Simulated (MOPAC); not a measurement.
MOPAC input (AM1):

```
AM1 1SCF GEO-OK AUX(PRECISION=9) THREADS=1
IIn

In   -0.00000000 1   -0.00000000 1   -1.45691039 1
I     0.00000000 1    0.00000000 1    1.34695489 1
```

From the last part of the output:

```
                                                       MOPAC v23.2.5 Linux

          FINAL HEAT OF FORMATION =         18.20847 KCAL/MOL =      76.18426 KJ/MOL

          COSMO AREA              =        104.67 SQUARE ANGSTROMS
          COSMO VOLUME            =         91.90 CUBIC ANGSTROMS

          IONIZATION POTENTIAL    =          8.971232 EV
          HOMO LUMO ENERGIES (EV) =         -8.971 -1.280
          NO. OF FILLED LEVELS    =          5
          MOLECULAR WEIGHT        =        241.7245         POINT GROUP:  C*v

          MOLECULAR DIMENSIONS (Angstroms)

            Atom       Atom       Distance
            I     2   In     1     2.80387
            I     2   In     1     0.00000
           In     1    I     2     0.00000

          SCF CALCULATIONS        =          1

   ATOM   CHEMICAL          X               Y               Z
  NUMBER   SYMBOL      (ANGSTROMS)     (ANGSTROMS)     (ANGSTROMS)

     1      In         -0.00000000  *  -0.00000000  *  -1.45691039  *
     2       I          0.00000000  *   0.00000000  *   1.34695489  *

                             CARTESIAN COORDINATES

   1   In       -0.000000000    -0.000000000    -1.456910390
   2    I        0.000000000     0.000000000     1.346954890

           Empirical Formula: In I  =     2 atoms

      MOLECULAR POINT GROUP   :   C*v

                  EIGENVALUES
 -27.94803 -14.11838  -9.40439  -9.40439  -8.97123  -1.27985  -1.27985  -0.22304

              NET ATOMIC CHARGES AND DIPOLE CONTRIBUTIONS

  ATOM NO.   TYPE          CHARGE      No. of ELECS.   s-Pop       p-Pop
    1         In           0.341914        2.6581     1.95122     0.70687
    2          I          -0.341914        7.3419     1.97489     5.36702
 DIPOLE           X         Y         Z       TOTAL
 POINT-CHG.     0.000     0.000    -4.605     4.605
 HYBRID        -0.000     0.000     1.588     1.588
 SUM           -0.000     0.000    -3.017     3.017

          ATOMIC ORBITAL ELECTRON POPULATIONS

     Atom    s        px        py        pz
    1 In   1.95122   0.07030   0.07030   0.56626
    2  I   1.97489   1.92970   1.92970   1.50762

 **********************
 *                    *
 * JOB ENDED NORMALLY *
 *                    *
 **********************

 == MOPAC DONE ==
```

The geometry given is a B3LYP-D3(BJ)/def2-TZVP minimum.
